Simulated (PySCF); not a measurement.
**K: electron affinity**

K⁻ [Ar] 4s2 (1S) → K [Ar] 4s1 (2S), as a difference of total energies. All numbers are calculated (PySCF 2.14, the spin-free X2C one-electron Hamiltonian (Gaussian nucleus), in aug-cc-pVTZ-X2C). Correlated levels: valence: [Ar] frozen. The calculations carry no spin-orbit coupling.

```tsv
method	electron affinity (eV)	error (eV)
UHF	-0.091	-0.592
MP2 (valence)	0.288	-0.213
SCS-MP2 (valence)	0.364	-0.137
CCSD (valence)	0.484	-0.017
```

Reference: 0.501 eV (measured; photodetachment measurements, as compiled on the Wikipedia data page of electron affinities).

Errors of the correlated levels include the incompleteness of this basis and the frozen core.

A negative affinity means that the anion lies above the atom at that level of theory.

With two correlated electrons CCSD is exact in that space.

The coupled-cluster amplitudes are large for K⁻ (T1 above 0.03 or a double amplitude above 0.15), so a single reference is strained.
